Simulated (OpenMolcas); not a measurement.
**Ga⁺: effect of the basis set**

```yaml
Program: OpenMolcas 26.06
Method: CASSCF
Active_space: 2 electrons in 4 orbitals (4s 4p)
State_averaging: 2S+1 = 3 even, 3 roots; 2S+1 = 1 even, 7 roots; 2S+1 = 3 odd, 3 roots; 2S+1 = 1 odd, 3 roots
Spin-orbit_coupling: RASSI with atomic mean-field integrals over the reference wave functions, term energies averaged over their components
```

A. ANO-RCC-VDZP [5s4p2d], DKH2, point nucleus; cost about 10 core-seconds
B. ANO-R1 [5s4p3d1f], X2C, finite nucleus; cost of the order of 9 core-seconds
C. ANO-RCC-VTZP [6s5p3d1f], DKH2, point nucleus; cost of the order of 7 core-seconds
D. ANO-RCC-VQZP [7s6p4d2f1g], DKH2, point nucleus; cost roughly 12 core-seconds
E. ANO-R2 [6s5p4d3f1g], X2C, finite nucleus; cost about 16 core-seconds
F. ANO-R3 [7s6p5d4f2g], X2C, finite nucleus; cost of the order of 13 core-seconds

Energies in cm⁻¹ above 4s² ¹S₀, the measured ground level; measured values from NIST Handbook of Basic Atomic Spectroscopic Data.

```json
{"Level": "4s² ¹S₀", "A": "0.0", "B": "0.0", "C": "0.0", "D": "0.0", "E": "0.0", "F": "0.0", "Measured": "0.0"}
{"Level": "4s 4p ³P°₀", "A": "43338", "B": "44041", "C": "43058", "D": "42884", "E": "43522", "F": "43023", "Measured": "47368"}
{"Level": "4s 4p ³P°₁", "A": "43754", "B": "44471", "C": "43431", "D": "43271", "E": "43885", "F": "43416", "Measured": "47814"}
{"Level": "4s 4p ³P°₂", "A": "44605", "B": "45352", "C": "44191", "D": "44060", "E": "44627", "F": "44218", "Measured": "48750"}
{"Level": "4s 4p ¹P°₁", "A": "74281", "B": "74593", "C": "74071", "D": "74052", "E": "74436", "F": "74154", "Measured": "70701"}
{"Level": "4p² ³P₀", "A": "110509", "B": "111775", "C": "109972", "D": "109637", "E": "110703", "F": "109934", "Measured": ""}
{"Level": "4p² ³P₁", "A": "110958", "B": "112243", "C": "110370", "D": "110050", "E": "111091", "F": "110354", "Measured": ""}
{"Level": "4p² ³P₂", "A": "111729", "B": "113037", "C": "111066", "D": "110770", "E": "111770", "F": "111084", "Measured": ""}
{"Level": "4p² ¹D₂", "A": "119765", "B": "120678", "C": "119409", "D": "119241", "E": "119984", "F": "119528", "Measured": "107721"}
{"Level": "4p² ¹S₀", "A": "138089", "B": "138121", "C": "138219", "D": "138279", "E": "138462", "F": "138466", "Measured": ""}
```

Deviations, from unrounded energies. A percentage is the sum of absolute deviations over the sum of measured energies, with the sign that they share, or ± where signs differ.

| Against measurement | Levels | A | B | C | D | E | F |
| --- | --- | --- | --- | --- | --- | --- | --- |
| mean absolute deviation (cm-1) | 5 | 5600 | 5400 | 5700 | 5700 | 5600 | 5700 |
| other configurations (%) | 5 | ±8.6 | ±8.4 | ±8.8 | ±8.9 | ±8.7 | ±8.9 |

A, B, E lie about equally close to measurement and D furthest from it. The largest miss of B in the table is 4p² ¹D₂, by +13000 cm-1. The ranking rests on the paired levels alone, and a cruder setting can come out closer through cancelling errors.

Among A to F the level of the table that moves most is 4p² ³P₂, by 2300 cm-1 (lowest in D, highest in B).

Without dynamic correlation excited terms often stand tens of per cent too high (terms of higher spin than the ground term too low), and those without a measured partner can miss by more than the paired ones. The ¹D term of p² mixes with s d, which this space lacks. Measured partners are found by configuration, term and J. A level has none where our copy of the source lacks it or the pairing is in doubt (some pairs that miss far off the trend of their configuration count as doubtful), and it then counts in no deviation. Only configurations of the active space appear.

° marks odd parity.
